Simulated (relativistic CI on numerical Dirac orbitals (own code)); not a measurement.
Ni²⁺ in a cubic cluster: L2,3 absorption with charge transfer

Computed with a charge-transfer multiplet model of a cubic metal-ligand cluster with up to 2 ligand holes, Slater and spin-orbit integrals from Dirac-Coulomb-Breit ions, Slater integrals scaled by 0.8. The ground state mixes d8 with configurations of k ligand holes L, whose averages lie at kΔ + k(k − 1)U_dd/2; a core hole lowers each added d electron by U_cd. 300 K, Lorentzian 0.4 eV and Gaussian 0.3 eV FWHM.

Atomic integrals in eV (Slater integrals scaled, ζ unscaled), ground: F2dd 9.736, F4dd 6.042, zeta_d 0.080; with the core hole: F2dd 9.736, F4dd 6.042, zeta_d 0.103, zeta_core 11.413, F2cd 6.198, G1cd 4.674, G3cd 2.657.

Cluster parameters (eV): Δ = 1.8, U_dd = 6.8, 10Dq = 0.95, 10Dq(ligand) = 1.2, V(eg) = 2.45, V(t2g) = -1.13, final-state hopping factor = 1.

| Case | n_d | d8 | d9L | d10L2 | S |
| --- | --- | --- | --- | --- | --- |
| U_cd = 6.5 eV | 8.40 | 0.63 | 0.35 | 0.02 | 1.00 |
| U_cd = 7.1 eV | 8.40 | 0.63 | 0.35 | 0.02 | 1.00 |
| U_cd = 7.7 eV | 8.40 | 0.63 | 0.35 | 0.02 | 1.00 |
| U_cd = 8.3 eV | 8.40 | 0.63 | 0.35 | 0.02 | 1.00 |
| U_cd = 10.1 eV | 8.40 | 0.63 | 0.35 | 0.02 | 1.00 |

Weights, n_d and S are thermal averages at 300 K. Photon energies count from the first peak over 30 % of the highest in each spectrum, which can be another peak from case to case. The parameters are a model scan and need not match a compound or its usual spin state. Peaks in eV (height, largest 100):
- U_cd = 6.5 eV: 0.0 (100), 1.4 (19), 17.3 (26), 18.0 (25)
- U_cd = 7.1 eV: 0.0 (100), 1.2 (18), 17.2 (26), 17.9 (25)
- U_cd = 7.7 eV: 0.0 (100), 1.0 (18), 17.2 (26), 17.8 (24)
- U_cd = 8.3 eV: 0.0 (100), 1.0 (19), 5.2 (5), 6.0 (5), 17.3 (27), 17.8 (25)
- U_cd = 10.1 eV: 0.0 (100), 5.3 (11), 6.4 (9), 17.3 (30), 22.7 (6)

For the case U_cd = 8.3 eV, Δ = 1.8 eV is smaller than U_dd = 6.8 eV, the charge-transfer side of the Zaanen-Sawatzky-Allen scheme. With the core hole the configuration with one ligand hole lies at Δ + U_dd − U_cd = 2.1, 1.5, 0.9, 0.3, -1.5 eV from the one without, in the order of the table; where this is negative the screened configuration lies lower, though the effective hopping of about 3.1 eV (from the holes of the mixed ground state) mixes the two strongly wherever it is as large as the gap.
